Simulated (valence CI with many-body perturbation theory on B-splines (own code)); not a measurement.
**Run record, Cd42+**

Computed by configuration interaction combined with many-body perturbation theory (CI+MBPT): four valence electrons over a frozen Dirac-Fock core [He], radial functions for each j: 6 s, 6 p, 5 d, 3 f, 1 g, with the one-electron correlation potential Σ1 (screened to all orders), the two-electron term Σ2, the three-electron term Σ3, Breit, model QED; selected single and double excitations, second order for the rest, scaled by the run's own slope (own B-spline code, finite nucleus).

Command, and the settings that its task file holds:

```sh
python run_cv.py task.json out
```

```
atom Cd  Z=48  mass_number=114  rms_radius_fm=4.6087
core [He]
valence 2s2 2p2
avg = 1
basis = S
breit = 1
cap = 10000
capref = 1200
cscale = 1
de = 0.0
dress = 0
eps = 2e-08
extrap = 1
h = 0.27
hh = 1
l2 = 3
lcore = 6
maxit = 60
n2 = 5
natural = 1
nlev = 20
nno = [3, 3, 3, 2, 1]
nroot = 26
nsp = [3, 3, 2, 1, 0]
pt2 = 1
qed = 1
rpa = 1
s1 = 1
s2 = -1
s3 = 1
screen = 1
tol = 2e-05
whole = 1
```

It took 7.7 s on 1 thread of Arm Neoverse V2, with other jobs on the host.

Log. The first blocks belong to the next ion, which gives the ionisation energy. Fields: 2J, parity (1 odd), roots, reference size, generating configurations, candidates as configurations/state functions, variational space P, stored matrix elements, Davidson steps; e2 is the range of second-order energies in hartree. The first line gives the box (bohr), its intervals, the orbitals and the steps of their self-consistent field. Window is the range of levels sought, series limit the energy at which the first omitted orbital would enter, core excitation an estimate of the first excitation out of the core, left out the lowest levels not solved, and shifts from estimates the range by which levels moved from their first estimate, all in cm⁻¹.

```
rmax 1.4 intervals 54 orbitals 36 references ['2s2 2p2', '2s 2p3', '2p4'] scf 3 t 0.3
2J=1 par=1 roots 2 ref 40 generators 2 cand 653/925 P 531/794 nnz 0 it 0
2J=1 par=1 roots 2 ref 40 generators 2 cand 154/171 P 563/837 nnz 0 it 0
   second order: generators 5 cand 693/930 e2 -0.00001 -0.00000
reference levels 448, estimated 305, window 31142691 1/cm; series limit 42065065, core excitation 188753823
2J=0 par=0 roots 7 ref 28 generators 14 cand 2689/4508 P 2354/3539 nnz 9.2e+05 it 4
2J=0 par=0 roots 7 ref 28 generators 15 cand 2009/3497 P 2944/4521 nnz 1.4e+06 it 5
   second order: generators 25 cand 3191/5209 e2 -0.00002 -0.00000
2J=2 par=0 roots 6 ref 58 generators 15 cand 3430/11950 P 1446/4292 nnz 1.7e+06 it 5
2J=2 par=0 roots 6 ref 58 generators 18 cand 3620/13905 P 3032/9781 nnz 7.1e+06 it 5
   second order: generators 21 cand 2764/10884 e2 -0.00003 -0.00000
2J=4 par=0 roots 6 ref 64 generators 15 cand 4127/18716 P 1443/4781 nnz 2.4e+06 it 5
2J=4 par=0 roots 6 ref 64 generators 17 cand 3930/19515 P 2735/9994 nnz 8e+06 it 6
   second order: generators 20 cand 3181/16960 e2 -0.00008 -0.00000
2J=4 par=1 roots 7 ref 67 generators 14 cand 4393/20931 P 1336/4594 nnz 2.2e+06 it 4
2J=4 par=1 roots 7 ref 67 generators 17 cand 4014/19620 P 2611/9999 nnz 8.2e+06 it 6
   second order: generators 22 cand 4701/26044 e2 -0.00013 -0.00000
2J=2 par=1 roots 7 ref 62 generators 15 cand 3833/14233 P 1547/4496 nnz 1.9e+06 it 6
2J=2 par=1 roots 7 ref 62 generators 17 cand 3388/12949 P 2981/9484 nnz 6.7e+06 it 7
   second order: generators 24 cand 3264/13275 e2 -0.00003 -0.00000
2J=6 par=1 roots 3 ref 47 generators 11 cand 3791/19461 P 1085/3565 nnz 1.4e+06 it 4
2J=6 par=1 roots 3 ref 47 generators 11 cand 3506/18443 P 2497/9995 nnz 8.7e+06 it 5
   second order: generators 18 cand 3674/22067 e2 -0.00012 -0.00001
2J=0 par=1 roots 4 ref 24 generators 10 cand 2192/3415 P 2278/3533 nnz 9.3e+05 it 4
2J=0 par=1 roots 4 ref 24 generators 10 cand 1515/2406 P 2805/4379 nnz 1.4e+06 it 4
   second order: generators 14 cand 2076/3789 e2 -0.00001 -0.00000
2J=6 par=0 roots 1 ref 41 generators 5 cand 2894/12928 P 1070/3552 nnz 1.4e+06 it 5
2J=6 par=0 roots 1 ref 41 generators 8 cand 2831/14513 P 2275/8911 nnz 6.9e+06 it 6
   second order: generators 11 cand 2542/15886 e2 -0.00004 -0.00004
left out: unestimated 45113420, estimated 32906008, shifts from estimates 0 to 101
operators 0.1
```

The Davidson iterations converged. The settings are bad on purpose, so the numbers may not be properties of the ion.

The last digits are not significant, and no measured levels were compared; by estimate large intervals hold to a few tenths of a per cent, small ones and those within an open d or f shell to about a per cent.

```
Valence energy                            : -1066.424 hartree
Ionisation energy                         : 6881.6 eV (NIST: 6869 ± 8 eV (semi-empirical))
Reference configurations for the orbitals : 2s2 2p2, 2s 2p3, 2p4
Radial orbitals                           : 36
Box radius                                : 1.357 bohr
Largest variational space                 : 9999
Lowest levels                             : (2s^2 2p1/2^2) J=0 0.00, (2s^2 2p1/2 2p3/2) J=1 193.45, (2s^2 2p1/2 2p3/2) J=2 207.58, (2s 2p1/2^2 2p3/2) J=2 349.38, (2s 2p1/2^2 2p3/2) J=1 403.77, (2s^2 2p3/2^2) J=2 411.37, (2s^2 2p3/2^2) J=0 445.80, (2s 2p1/2 2p3/2^2) J=2 [a] 532.73, (2s 2p1/2 2p3/2^2) J=3 563.07, (2s 2p1/2 2p3/2^2) J=0 594.19, (2s 2p1/2 2p3/2^2) J=1 [a] 606.71, (2s 2p1/2 2p3/2^2) J=2 [b] 616.79, (2s 2p1/2 2p3/2^2) J=1 [b] 621.13, (2p1/2^2 2p3/2^2) J=2 788.25 eV
```

Levels are named by their leading jj configuration (3d3/2^4 stands for four electrons in 3d with j = 3/2), which in mixed levels can hold well under half, so a name can repeat and another be missing. Letters in brackets count levels of one name in rising energy.
